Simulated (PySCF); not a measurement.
F$_{2}$O$_{2}$W, charge -1, doublet, at a GFN2-xTB geometry (such geometries of metal compounds can be far from the true shape) (the multiplicity is a formal guess) (core potentials on W) (in this run its highest filled SCF level lies above zero, so its values depend strongly on the basis, on diffuse functions most of all); DF-BLYP/def2-SVP in PySCF.

PySCF was given this input:
```python
from pyscf import gto, scf, dft

mol = gto.M(
    atom='''
W     0.124372   -0.026689    0.042043
O     1.374432   -0.372679   -1.059240
O     0.515292   -0.032840    1.698040
F    -1.069149    1.506489   -0.518813
F    -1.633223   -0.926582   -0.394692
''',
    basis='def2-svp',
    ecp={'W': 'def2-svp'},
    charge=-1,
    spin=1,
    verbose=4,
)

mf = dft.UKS(mol)
mf.xc = 'blyp'
mf = mf.density_fit(auxbasis='def2-universal-jkfit')
mf.kernel()
```

The log (banner, timings and long lists left out):

```
PySCF version 2.14.0

[INPUT] verbose = 4
[INPUT] num. atoms = 5
[INPUT] num. electrons = 49
[INPUT] charge = -1
[INPUT] spin (= nelec alpha-beta = 2S) = 1
[INPUT] symmetry False subgroup None
[INPUT] Mole.unit = angstrom
[INPUT] Symbol           X                Y                Z      unit          X                Y                Z       unit  Magmom
[INPUT]  1 W      0.124372000000  -0.026689000000   0.042043000000 AA    0.235029017564  -0.050434900539   0.079449755455 Bohr   0.0
[INPUT]  2 O      1.374432000000  -0.372679000000  -1.059240000000 AA    2.597300056838  -0.704261242377  -2.001673500184 Bohr   0.0
[INPUT]  3 O      0.515292000000  -0.032840000000   1.698040000000 AA    0.973760754179  -0.062058605931   3.208830548556 Bohr   0.0
[INPUT]  4 F     -1.069149000000   1.506489000000  -0.518813000000 AA   -2.020398796353   2.846851619670  -0.980414479864 Bohr   0.0
[INPUT]  5 F     -1.633223000000  -0.926582000000  -0.394692000000 AA   -3.086344170341  -1.750986211952  -0.745859783557 Bohr   0.0

nuclear repulsion = 213.089941606307
number of shells = 36
number of NR pGTOs = 153
number of NR cGTOs = 88
basis = def2-svp
ecp = {'W': 'def2-svp'}

******** <class 'pyscf.df.df_jk.DFUKS'> ********
method = DFUKS
initial guess = minao
damping factor = 0
level_shift factor = 0
DIIS = <class 'pyscf.scf.diis.CDIIS'>
diis_start_cycle = 1
diis_space = 8
diis_damp = 0
SCF conv_tol = 1e-09
SCF conv_tol_grad = None
SCF max_cycles = 50
direct_scf = False
number electrons alpha = 25  beta = 24
XC library pyscf.dft.libxc version 7.1.2
    S. Lehtola, C. Steigemann, M. J. T. Oliveira, and M. A. L. Marques,  SoftwareX 7, 1–5 (2018)
XC functionals = blyp
    A. D. Becke,  Phys. Rev. A 38, 3098 (1988)
    C. Lee, W. Yang, and R. G. Parr,  Phys. Rev. B 37, 785 (1988)
    B. Miehlich, A. Savin, H. Stoll, and H. Preuss,  Chem. Phys. Lett. 157, 200 (1989)
radial grids:
    Treutler-Ahlrichs [JCP 102, 346 (1995); DOI:10.1063/1.469408] (M4) radial grids

becke partition: Becke, JCP 88, 2547 (1988); DOI:10.1063/1.454033
pruning grids: <function nwchem_prune>
grids dens level: 3
symmetrized grids: False
atomic radii adjust function: <function treutler_atomic_radii_adjust>
small_rho_cutoff = 0
Set gradient conv threshold to 3.16228e-05
tot grids = 81000
init E= -404.755963375686

cycle= 1 E= -416.503216465634  delta_E= -11.7  |g|= 1.34  |ddm|= 5.07
cycle= 2 E= -407.294211642494  delta_E= 9.21  |g|= 4.15  |ddm|= 4.35
cycle= 3 E= -416.501815264245  delta_E= -9.21  |g|= 1.24  |ddm|= 4.37
cycle= 4 E= -417.124309449664  delta_E= -0.622  |g|= 0.402  |ddm|= 1.93
cycle= 5 E= -417.15302816177  delta_E= -0.0287  |g|= 0.265  |ddm|= 0.597
cycle= 6 E= -417.185388205523  delta_E= -0.0324  |g|= 0.0249  |ddm|= 0.315
cycle= 7 E= -417.185716812665  delta_E= -0.000329  |g|= 0.00893  |ddm|= 0.0391
cycle= 8 E= -417.185749022792  delta_E= -3.22e-05  |g|= 0.00306  |ddm|= 0.00643
cycle= 9 E= -417.185753157351  delta_E= -4.13e-06  |g|= 0.000592  |ddm|= 0.00256
cycle= 10 E= -417.185753009795  delta_E= 1.48e-07  |g|= 0.000886  |ddm|= 0.000999
cycle= 11 E= -417.185753319069  delta_E= -3.09e-07  |g|= 0.000143  |ddm|= 0.000656
cycle= 12 E= -417.185753324892  delta_E= -5.82e-09  |g|= 7.91e-05  |ddm|= 0.000138
cycle= 13 E= -417.185753327082  delta_E= -2.19e-09  |g|= 2.02e-05  |ddm|= 6.96e-05
cycle= 14 E= -417.185753327296  delta_E= -2.14e-10  |g|= 6.52e-06  |ddm|= 2.62e-05
Extra cycle  E= -417.185753327188  delta_E= 1.08e-10  |g|= 1.86e-05  |ddm|= 1.63e-05
converged SCF energy = -417.185753327188  <S^2> = 0.75226247  2S+1 = 2.0022612
```
